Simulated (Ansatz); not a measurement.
Ansatz (a program for electronic structure) input:

Ansatz 0.2 input:
```yaml
crystal:
  periodic: [false, false, false]
  atoms:
    - {symbol: C, position_ang: [-0.84972708, -0.84703727, 0.07635384]}
    - {symbol: C, position_ang: [-1.00145512, 0.61530386, -0.25263998]}
    - {symbol: C, position_ang: [0.22649702, 0.12658270, 0.45818837]}
    - {symbol: N, position_ang: [1.44803905, 0.08197280, -0.30345838]}
    - {symbol: H, position_ang: [-0.62496805, -1.51695526, -0.74192684]}
    - {symbol: H, position_ang: [-1.46523650, -1.26651742, 0.86044423]}
    - {symbol: H, position_ang: [-1.72098136, 1.19832851, 0.30590941]}
    - {symbol: H, position_ang: [-0.87624038, 0.90478477, -1.28676381]}
    - {symbol: H, position_ang: [0.29173597, 0.37157266, 1.51705422]}
    - {symbol: H, position_ang: [1.92128146, 0.97790048, -0.28980903]}
    - {symbol: H, position_ang: [2.08624664, -0.61201908, 0.06788706]}
basis:
  gaussian:
    orbitals: 6-31G
magnetization: {spin_polarized: false}
correlation: {method: ccsd_t, electrons: outside_noble_gas}
```

### Question
What final total energy does it print?

### Answer
-172.43450 Eh (CCSD(T)/6-31G). The basis has 50 functions.
